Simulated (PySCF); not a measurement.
**Stretching BBr**

Set-up: PySCF, spin-free X2C with a Gaussian nucleus, basis sets B jorge-DZP-DKH, Br jorge-DZP-DKH. Energies in eV from B + Br in their ground configurations at the same level. State: ¹Σ⁺ (singlet), closed shell.

All columns are PBE0. A positive dipole means B(−)Br(+).

```tsv
R (Å)	E (eV)	μ (D)	Mulliken charge on B (basis-dependent)	HOMO (eV)	LUMO (eV)	Mayer bond order	⟨S²⟩
1.631	-3.624	3.13	-0.49	-6.35	-1.08	1.85	0.00
1.707	-4.124	2.64	-0.38	-6.64	-1.33	1.76	0.00
1.783	-4.395	2.13	-0.28	-6.93	-1.57	1.68	0.00
1.840	-4.488	1.73	-0.21	-7.15	-1.75	1.63	0.00
1.897	-4.512	1.34	-0.15	-7.35	-1.92	1.58	0.00
1.954	-4.483	0.94	-0.09	-7.54	-2.09	1.53	0.00
2.030	-4.384	0.42	-0.02	-7.76	-2.30	1.47	0.00
2.125	-4.193	-0.22	0.05	-8.00	-2.55	1.40	0.00
2.239	-3.904	-0.95	0.13	-8.19	-2.84	1.33	0.00
2.390	-3.473	-1.84	0.20	-8.29	-3.18	1.25	0.00
```

A fit through these points gives, at Re = 1.892 Å, μ = 1.37 D and dμ/dR = -6.98 D/Å; the reduced mass is 9.662 u.

Q: How strong is the fundamental in the double-harmonic approximation, I = 42.26·(dμ/dR)²/μred km/mol?

A: I = 42.26·(-6.98)²/9.662 = 213 km/mol at PBE0.
